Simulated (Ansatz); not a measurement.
Reaction (atomization): `C[CH2][GeH2][SiH3]` → 2 C• + Ge• + 10 H• + Si•

Calculated with Ansatz (gas phase, PBE0-D4/def2-TZVP geometries, no zero-point term in ΔE). CCSD(T)/CBS adds triple-zeta CCSD(T) − MP2 to the extrapolated MP2 energy (def2 sets, frozen cores). This one scheme is used for every species, atoms too. DFT in def2-TZVPP. B3LYP here is the variant with VWN-RPA as its local correlation; programs differ in this. No spin–orbit coupling; open shells (•) take unrestricted orbitals. Spin–orbit coupling would lower the free atoms: a little for C, Si; clearly for Ge. For Ge outer-core shells are correlated without core-valence functions, so the limit isn't a true one: a few kJ/mol of doubt a bond, and 10 to 20 or more in all where bonds break to atoms. Scalar relativity is left out up to krypton. Each species was taken in one conformer, which may not be the lowest.

`C[CH2][GeH2][SiH3]`:

Cartesian coordinates in Å:
```
C -0.524 -1.364 -1.232
C -0.345 -1.339 0.278
Ge 0.877 0.077 0.888
Si 0.049 2.237 0.316
H 0.428 -1.519 -1.746
H -0.945 -0.427 -1.605
H -1.197 -2.169 -1.541
H -1.304 -1.191 0.783
H 0.054 -2.291 0.639
H 1.067 -0.010 2.417
H 2.259 -0.131 0.232
H -1.281 2.457 0.949
H -0.113 2.366 -1.158
H 0.975 3.305 0.780
```

CCSD(T)/CBS gives +4635.2 kJ/mol.

Question: Another level gave +4605.4 kJ/mol. Which?
A. HF/def2-TZVPP
B. PBE/def2-TZVPP
C. B3LYP/def2-TZVPP
D. PBE0-D4/def2-TZVPP

Answer: D. PBE0-D4 4605.4, HF/def2-TZVPP 3515.6, PBE 4595.8, B3LYP 4573.3 kJ/mol.

Largest T1 diagnostic among the species: 0.012.

In def2-TZVPP, CCSD(T) changes the Hartree–Fock value by +1030.0 kJ/mol (the triples alone add +43.5 kJ/mol) and MP2 by +1006.9 kJ/mol; breaking electron pairs costs correlation energy, which Hartree–Fock lacks. The D4 term adds +45.0 kJ/mol with B3LYP and +24.0 kJ/mol with PBE0; it sums over pairs of atoms, weighted by their polarisabilities, and B3LYP, whose exchange is more repulsive, gets the larger term. From PBE to PBE0 (25 % exact exchange), in def2-TZVPP and without D4, ΔE moves by −14.4 kJ/mol: exact exchange takes away binding that semilocal exchange gives to molecules.

For atomizations the MP2-based limit and the directly extrapolated one differ by several kJ/mol either way, and by 10 to 25 for some Ge, Se and Sn compounds, so smaller differences from it don't rank the levels.
